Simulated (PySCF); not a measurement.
NaGe: from constants to spectrum

UHF-CCSD(T) constants of NaGe, ⁴Σ⁻ (quartet), unpaired electrons σ ↑, π ↑↑ (PySCF, no relativity, basis sets Na 6-31G(d,p), Ge 6-31G(d,p); masses 22.9898 and 73.9212 u):

- ωe: 218.3 cm⁻¹
- ωexe: 0.878 cm⁻¹
- Be: 0.12669 cm⁻¹
- αe: 0.000743 cm⁻¹
- D (centrifugal): 1.71e-07 cm⁻¹
- De to Na + Ge: 1.27 eV

(1) Give the vibrational terms G(v) and spacings up to v = 6.

(2) How well does the Morse estimate ωe²/(4ωexe) reproduce De, and what is D0?

Correlated steps freeze 10 core orbitals. Correlated levels converge slowly with the basis: in double zeta they bind strong bonds too weakly, by up to about 1 eV, and carry superposition errors of some tenths. Spin–orbit coupling is left out. The state was picked by a PBE0 search and need not be the measured ground state.

## Answers

(1) G(v) = ωe(v+½) − ωexe(v+½)².

```json
{"v": "0", "G(v) (cm⁻¹)": "108.9", "G(v) − G(v−1)": "", "Bv (cm⁻¹)": "0.1263"}
{"v": "1", "G(v) (cm⁻¹)": "325.5", "G(v) − G(v−1)": "216.5", "Bv (cm⁻¹)": "0.1256"}
{"v": "2", "G(v) (cm⁻¹)": "540.3", "G(v) − G(v−1)": "214.8", "Bv (cm⁻¹)": "0.1248"}
{"v": "3", "G(v) (cm⁻¹)": "753.3", "G(v) − G(v−1)": "213.0", "Bv (cm⁻¹)": "0.1241"}
{"v": "4", "G(v) (cm⁻¹)": "964.6", "G(v) − G(v−1)": "211.3", "Bv (cm⁻¹)": "0.1233"}
{"v": "5", "G(v) (cm⁻¹)": "1174.1", "G(v) − G(v−1)": "209.5", "Bv (cm⁻¹)": "0.1226"}
{"v": "6", "G(v) (cm⁻¹)": "1381.9", "G(v) − G(v−1)": "207.8", "Bv (cm⁻¹)": "0.1219"}
```

(2) It gives 1.68 eV, 132 % of the computed De. D0 = De − G(0) = 1.27 − 0.01 = 1.26 eV.
